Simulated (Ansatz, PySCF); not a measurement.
Reaction 4 R1 + R2 → 2 P1 + P2 + P3 + P4, each structure at its B3LYP-D3(BJ)/def2-TZVP stationary point, reached from a drawn start (curvature not checked).
P1, CH4 (SMILES C) (charge 0, multiplicity 1):
```xyz
5

C      0.000     0.000     0.000
H      0.629     0.629     0.629
H     -0.629    -0.629     0.629
H      0.629    -0.629    -0.629
H     -0.629     0.629    -0.629
```
R1: H2 (SMILES [H][H]), charge 0, multiplicity 1.
P2, HCl (SMILES Cl) (charge 0, multiplicity 1, Z-matrix in Å and degrees):
```
Cl
H 1 1.2820
```
P3: HF (SMILES F), charge 0, multiplicity 1.
P4: SiH4 (SMILES [SiH4]), charge 0, multiplicity 1.
R2: C2H6ClFSi (SMILES C[Si](C)(F)Cl), charge 0, multiplicity 1.

P less R. No zero-point or thermal terms.

Cores are frozen in the correlated methods.

The values were computed with Ansatz (Gaussian basis) for Hartree–Fock, density functionals and correlated methods; PySCF for the D3/D4 terms. Each number belongs to the level named beside it.

Total energies in hartree:

```csv
structure,PBE/def2-TZVPP,B3LYP-D3(BJ)/def2-TZVPP,CCSD(T)/cc-pV(T+d)Z
P1,-40.464286,-40.541031,-40.438100
R1,-1.166122,-1.180145,-1.172336
P2,-460.627412,-460.836834,-460.339793
P3,-100.393473,-100.492903,-100.338298
P4,-291.721620,-291.920350,-291.440117
R2,-929.064355,-929.673771,-928.365406
```

**Question.** Work out the reaction energy at each level in kcal/mol (1 hartree = 627.50947 kcal/mol), and say how far PBE/def2-TZVPP lies from CCSD(T)/cc-pV(T+d)Z.

**Answer.** 
- PBE/def2-TZVPP: 2 × (-40.464286) + (-460.627412) + (-100.393473) + (-291.721620) − (-929.064355) − 4 × (-1.166122) = 0.057766 hartree = 36.25 kcal/mol
- B3LYP-D3(BJ)/def2-TZVPP: 2 × (-40.541031) + (-460.836834) + (-100.492903) + (-291.920350) − (-929.673771) − 4 × (-1.180145) = 0.062202 hartree = 39.03 kcal/mol
- CCSD(T)/cc-pV(T+d)Z: 2 × (-40.438100) + (-460.339793) + (-100.338298) + (-291.440117) − (-928.365406) − 4 × (-1.172336) = 0.060342 hartree = 37.87 kcal/mol
PBE/def2-TZVPP less CCSD(T)/cc-pV(T+d)Z: -1.62 kcal/mol. CCSD(T)/cc-pV(T+d)Z is the level counted from, the highest shown, and no exact or measured value.

Ansatz is a program for electronic structure.
